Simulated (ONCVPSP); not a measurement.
# Scattering properties, ONCV potential for P (Z = 15)

| Quantity | Value |
| --- | --- |
| Element | P |
| Generator | ONCVPSP 4.0.1 |
| Type | optimised norm-conserving Vanderbilt (ONCV) |
| Functional | LDA (Perdew-Wang 92) |
| Relativity | fully relativistic |
| Frozen core | [He] |
| Valence charge | 13 |
| Reference configuration | 2s2 2p6 3s2 3p3 |
| Partial waves | 2s+3s: rc 0.85 bohr, ncon 4, nbas 8, qcut 14.9 1/bohr, 2 projectors; 2p+3p: rc 0.80 bohr, ncon 4, nbas 7, qcut 13.3 1/bohr, 2 projectors; d scattering state at 0.05 Ha: rc 0.85 bohr, ncon 3, nbas 6, qcut 12.8 1/bohr, 2 projectors, debl 1.2 Ha |
| Local potential | polynomial inside 0.70 bohr (lpopt 1, dvloc0 6 Ha) |
| Core correction | none |

Open shells are filled in proportion to 2j + 1.

The phase is arctan(r·R′/R) of the radial function R(r), unwrapped; energies in Ha, scanned from -8 to 5 Ha. A pole is an energy at which the radial function vanishes at the test radius. The pseudo phase is shifted by a multiple of π to meet the all-electron one at the reference energy, and phase errors are pseudo minus all-electron; the curves can meet again beyond the range given. Levels narrower than the energy grid can be missing from the lists of poles.

Task: For each channel, where are the poles, and over which energies does the pseudopotential scatter like the atom?

Result:

```csv
channel,radius (bohr),reference energy (Ha),"poles, all-electron","poles, pseudo",unbroken range about the reference energy with phases within 0.05 rad,phase error 1 Ha above the reference energy (rad)
s,0.86,-0.52,-4.80,-4.80,the whole range,+0.000
p3/2,0.81,-0.20,-2.95,-2.95,the whole range,+0.000
p1/2,0.81,-0.21,-3.00,-3.00,the whole range,+0.000
d5/2,0.86,0.05,none,none,the whole range,-0.000
d3/2,0.86,0.05,none,none,the whole range,-0.000
```

Phases in the d5/2 channel:

| E (Ha) | all-electron | pseudo |
| --- | --- | --- |
| -7.96 | 1.194 | 1.194 |
| -7.24 | 1.173 | 1.173 |
| -6.52 | 1.149 | 1.149 |
| -5.80 | 1.120 | 1.120 |
| -5.08 | 1.086 | 1.086 |
| -4.36 | 1.045 | 1.045 |
| -3.64 | 0.995 | 0.995 |
| -2.92 | 0.931 | 0.931 |
| -2.20 | 0.851 | 0.851 |
| -1.48 | 0.745 | 0.745 |
| -0.76 | 0.603 | 0.603 |
| -0.04 | 0.412 | 0.412 |
| 0.68 | 0.164 | 0.164 |
| 1.40 | -0.131 | -0.131 |
| 2.12 | -0.430 | -0.430 |
| 2.84 | -0.689 | -0.689 |
| 3.56 | -0.891 | -0.891 |
| 4.28 | -1.042 | -1.042 |
| 5.00 | -1.156 | -1.156 |
